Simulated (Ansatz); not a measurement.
Calculated with Ansatz (gas phase, PBE0-D4/def2-TZVP geometries, no zero-point term in ΔE). CCSD(T)/CBS is the MP2 limit (def2-TZVPP, def2-QZVPP) plus CCSD(T) − MP2 in def2-TZVPP, frozen cores. Functionals use def2-TZVPP. For Ge outer-core shells are correlated without core-valence functions, which leaves a few kJ/mol of doubt a bond. Scalar relativity is left out up to krypton. Each species was taken in one conformer, which may not be the lowest.

`[GeH3][B]1O[SiH2]1` + `NC#CO` → `NC#C[O][GeH3]` + `B1O[SiH2]1`  (cleavage of the Ge–B bond)

(1) Is it downhill or uphill in electronic energy at CCSD(T)/CBS, and by how much? (Best estimate.)

(2) What do these levels give: PBE-D4, PBE0-D4, B2PLYP, CCSD/def2-TZVPP, CCSD(T)/def2-TZVPP, CCSD/CBS(def2)? (An estimate is asked.)

Largest T1 diagnostic among the species: 0.017.

Results:

(1) Computed: Downhill: ΔE = -25.1 kJ/mol.

(2) Computed: PBE-D4 -14.6, PBE0-D4 -16.9, B2PLYP -32.3, CCSD/def2-TZVPP -28.9, CCSD(T)/def2-TZVPP -27.6, CCSD/CBS(def2) -26.3 kJ/mol.

In def2-TZVPP, CCSD(T) changes the Hartree–Fock value by +20.0 kJ/mol (the triples alone add +1.3 kJ/mol) and MP2 by +14.2 kJ/mol.
